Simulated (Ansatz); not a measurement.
Molecule: CuF, net charge 0, singlet state. SMILES: [Cu][F]
Geometry: optimised at B3LYP-D3(BJ)/def2-TZVP (Ansatz, an electronic-structure program).

Wanted: vertical ionisation energy (to the doublet state of charge +1; each state is the SCF solution reached for its spin; for the doublet T1 is 0.053; for the singlet T1 is 0.036), in eV. Valence correlation only, unless marked. Open shells are spin-unrestricted. No spin-orbit coupling. The frozen core is the preceding noble-gas configuration, with the filled d and f shells of earlier blocks. Non-relativistic. CBS marks a two-point X^-3 extrapolation of the correlation energy; Hartree-Fock from the larger set.

```
level             program  vertical ionisation energy (eV)
----------------  -------  -------------------------------
SVWN5/def2-TZVPD   Ansatz                            11.00
```

Question: Predict the CCSD(T)/CBS(def2-TZVPPD,def2-QZVPPD) result (Ansatz).

Answer: 10.72 eV, so SVWN5/def2-TZVPD differs from it by 0.28 eV.
